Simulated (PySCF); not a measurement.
F4Te (SMILES F[Te](F)(F)F), singlet, geometry from GFN2-xTB (core potentials on Te), with bond 2-1 at 1.3 times its length. Base run: SVWN5/def2-SVP in PySCF.

The PySCF input:
```python
from pyscf import gto, scf, dft

mol = gto.Mole()
mol.atom = '''
    Te   -0.005252   -0.001647    0.346673
    F     1.333488    1.838943   -0.726227
    F     1.419325   -1.014789   -0.484197
    F    -1.009376   -1.409432   -0.522865
    F    -1.404153    1.019549   -0.517302
'''
mol.basis = 'def2-svp'
mol.ecp = {'Te': 'def2-svp'}
mol.charge = 0
mol.spin = 0
mol.verbose = 4
mol.build()

mf = dft.RKS(mol)
mf.xc = 'lda,vwn'
mf.kernel()
mf.analyze()
```

The base run was repeated with changes; each row names its change, and settings that it needs were set with it.

```csv
change,ΔE vs base (mEh),SCF cycles,outcome
base,0.000,17,converged
level_shift = 0.5 (with mf.max_cycle = 100),0.000,28,converged
solver = newton,0.000,-,converged
init_guess = 1e,0.000,22,converged
level_shift = 1.0 (with mf.max_cycle = 100),0.000,57,converged
DIIS = ADIIS,0.000,37,converged
DIIS = EDIIS,-,50,not converged
init_guess = vsap,-,-,input refused
init_guess = atom,0.000,16,converged
conv_tol = 1e-7,0.000,15,converged
conv_tol_grad = 1e-3,0.000,17,converged
level_shift = 0.1 (with mf.max_cycle = 100),0.000,14,converged
init_guess = sap,0.000,22,converged
```

- init_guess = vsap: ended with `AssertionError: ECP or PP not supported`
